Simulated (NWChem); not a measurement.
System: SiNH4, doublet; SMILES [SiH3][NH]

NWChem input:

```
start job
memory heap 200 mb stack 700 mb global 900 mb
geometry units angstroms noautoz
  N      0.084627    -1.241535     0.225293
  Si    -0.015909     0.511934     0.041629
  H      0.667111    -1.654251    -0.516333
  H     -0.854156     1.084133     1.129968
  H     -0.624914     0.856538    -1.285007
  H      1.354039     1.119603     0.100754
end
basis spherical
  N library 6-31+g*
  Si library 6-31+g*
  H library 6-31+g*
end
dft
  odft
  mult 2
  xc bhlyp
  iterations 150
end
tddft
  cis
  nroots 8
end
task tddft energy
```

All runs use the structure optimised with PBE0/def2-SVP, spin-unrestricted. No stability test was run on the SCF state.

Vertical excitations in the gas phase. Excited states of an open shell can be spin-contaminated.

Problem. What results follow from this input? (BHandHLYP/6-31+G* (spherical d), spin-unrestricted, TDA.) Quantities: lowest excitation (eV); oscillator strength of that lowest state; lowest state with f > 0.02 (eV); oscillator strength of that bright state; lowest empty minus highest occupied level, either spin (eV).

Solution. The lowest excitation (eV) comes out as 1.36 and the oscillator strength of that lowest state is 0.000. The lowest state with f > 0.02 (eV) is 6.37, the oscillator strength of that bright state is 0.044 and the lowest empty minus highest occupied level, either spin (eV) comes out as 7.38.
